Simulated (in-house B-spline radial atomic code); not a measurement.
Atomic self-consistent-field run: F II (F+). Method: scalar-relativistic (X2C) revTPSS, spin-polarised, spherical fractional occupations, Fermi nucleus of rms radius 2.8976 fm. Calculated with a B-spline radial code for spherical atoms.

In the input, 3d5,1 would mean five up and one down electron.

Command:
```bash
python run_scf.py task.json out
```
Settings (nuclear radius in fm, mass in u):
```
Z                9
configuration    1s2 2s2 2p1,3
hamiltonian      x2c
method           revtpss,revtpss
spin_polarised   True
nucleus          fermi
rms_radius       2.8976
atomic_mass      18.9984
speed_of_light   137.035999084
```

Output (hartree, bohr):
```
 radial grid: 70 intervals, B-splines of order 8, outer radius 23.5294 bohr

 iter        energy (Eh)    residual
    1         -99.154422    1.84e-02
    2         -99.155571    7.64e-04
    3         -99.155576    3.19e-04
    4         -99.155576    1.56e-04
    5         -99.155576    1.50e-05
    6         -99.155576    4.64e-06
    7         -99.155576    1.01e-06
    8         -99.155576    3.48e-08

 total energy                       -99.15558
 kinetic                              99.1021
 electron-nucleus                   -232.3548
 Hartree                              43.9565
 exchange-correlation                 -9.8594

 orbital      occ     eigenvalue          <r>       <r^2>       <1/r>     <1/r^2>       <r^4>       r_max
 1s up      1.000       -25.2742     0.175512   0.0415574     8.66541     153.677  0.00451116      0.1143
 1s down    1.000       -25.3358      0.17595   0.0417975     8.65172     153.325  0.00457244      0.1143
 2s up      1.000        -1.6781     0.971353     1.13747     1.49522     9.40709     2.49327      0.7541
 2s down    1.000        -1.8386     0.950249     1.08458     1.53132     9.89346     2.22948      0.7453
 2p up      1.000        -0.9447      1.01555     1.33316     1.33917     2.62518     4.28691      0.6915
 2p down    3.000        -1.1064     0.966538     1.19463      1.3894     2.78778     3.32611      0.6748
```

Time taken, with all properties: 0.11 s on 1 thread of Intel(R) Xeon(R) 6975P-C (shared host).
